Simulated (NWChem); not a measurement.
# BHSF$_{2}$; SMILES FB(F)S

```xyz
5

B      0.0093    -0.4739     0.0000
F      1.1384    -1.1626     0.0000
F     -1.1406    -1.1309     0.0000
S      0.0876     1.3399     0.0000
H     -1.2473     1.5335     0.0000
```
Atoms are numbered in this order, from 1.

All runs: NWChem. Pople sets run with spherical d functions. Structure relaxed at the B3LYP/6-31G* (spherical d) level. B3LYP is NWChem's, with the RPA form of VWN correlation. Field at 589 nm.

Task: What does the run give for B3LYP/6-31G*? Quantities: isotropic polarisability (bohr³); anisotropy (bohr³).

Result: isotropic polarisability (bohr³): 27.0
anisotropy (bohr³): 15.8
